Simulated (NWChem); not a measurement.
System: C3H2FNS; SMILES Fc1cscn1

The following NWChem deck was run.

```
start job
memory heap 200 mb stack 900 mb global 1100 mb
geometry units angstroms noautosym nocenter noautoz
  F     -0.253971     2.278463     0.000000
  C     -0.065476     0.975639     0.000000
  C     -1.079187     0.055855     0.000000
  S     -0.382801    -1.512622     0.000000
  C      1.184762    -0.792851     0.000000
  N      1.197480     0.506157     0.000000
  H     -2.152263     0.231071     0.000000
  H      2.083747    -1.413085     0.000000
end
basis spherical
  F library def2-svp
  C library def2-svp
  S library def2-svp
  N library def2-svp
  H library def2-svp
end
dft
  xc m06-2x
  iterations 150
end
cosmo
  dielec 1.5
end
task dft energy
```

The geometry was optimised at PBE0/def2-SVP.

Level: M06-2X/def2-SVP with COSMO at NWChem's default radii, gas-phase geometry; the question gives the dielectric constant.

**Question.** What results follow from this input? (M06-2X/def2-SVP, COSMO on the gas-phase geometry.) Quantities: electrostatic solvation energy (kcal/mol); dipole in solution (D).

**Answer.** 
```yaml
electrostatic solvation energy (kcal/mol): -1.4
dipole in solution (D): 2.81
```
